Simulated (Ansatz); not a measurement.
PBE exchange is replaced step by step with exact exchange (0 % is PBE, 25 % PBE0; no dispersion term), basis def2-TZVP, Ansatz. System: Mn3 (the lowest multiplicity 12 isomer of a short search). Charge 0, multiplicity 12. Geometry: PBE0-D4/def2-TZVP.

Geometry of the multiplicity 12:

Cartesian coordinates in Å:
```
Mn 0.937 -0.961 0.555
Mn -1.401 -0.048 0.381
Mn 0.464 1.010 -0.936
```

At PBE-D4/def2-TZVP, PBE with 5 % exact exchange/def2-TZVP, PBE with 10 % exact exchange/def2-TZVP, PBE with 15 % exact exchange/def2-TZVP and others the charge 0 multiplicity 12 is spin-contaminated (final ⟨S²⟩ up to 38.36, 35.75 for a pure state). The geometry of the multiplicity 12 was relaxed on an unsound state (⟨S²⟩ 37.74, where a pure state has 35.75). At PBE0-D4/def2-TZVP a octet of charge 0 lies 1.03 eV below the multiplicity 12, each at its own geometry. That octet is doubtful there (⟨S²⟩ 20.09, where a pure state has 15.75). The structure comes from a short search, and lower isomers may exist.

HOMO and LUMO are taken over both spins.

```tsv
exact exchange (%)	HOMO (eV)	LUMO (eV)	gap (eV)	⟨S²⟩
0	-3.17	-3.18	-0.02	36.602
5	-3.32	-3.09	0.23	36.916
10	-3.47	-2.99	0.47	37.178
15	-3.60	-2.89	0.72	37.395
25	-3.85	-2.66	1.20	37.737
35	-4.10	-2.42	1.68	38.014
50	-4.49	-2.05	2.44	38.363
```
